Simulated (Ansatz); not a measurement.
System: sum formula Si2H4F, charge 0, multiplicity 2. It need not be the lowest isomer of its formula. 
Coordinates optimised at B3LYP-D3(BJ)/def2-TZVP (Ansatz, a quantum-chemistry and plane-wave program):
```
Si
F 1 1.6118
H 1 1.4804 2 108.21
H 1 1.4822 3 109.66 2 -115.93
Si 1 2.3332 3 109.55 4 -125.38
H 5 1.4844 1 115.44 3 166.44
H 5 1.4849 6 110.09 1 129.01
```
Charge 0, spin multiplicity 2.

Basis-set convergence of Hartree-Fock and CCSD(T) correlation energies (hartree) with Ansatz. Cores are frozen in the correlated levels unless marked. UHF or UKS for open shells. Spin-orbit coupling is left out. No relativistic terms.

```tsv
basis	functions	E(HF)	E(corr, CCSD(T))
cc-pV(D+d)Z	80	-679.65660	-0.41947
cc-pV(T+d)Z	164	-679.72288	-0.53339
cc-pV(Q+d)Z	303	-679.73986	-0.57272
```

Extrapolating the two largest sets (X = 3 and 4) as X^-3: E(corr) = (64·(-0.57272) - 27·(-0.53339))/37 = -0.6014 Eh, an estimate of the basis-set limit. The largest set recovers 95.2 % of it, the smallest 69.7 %.
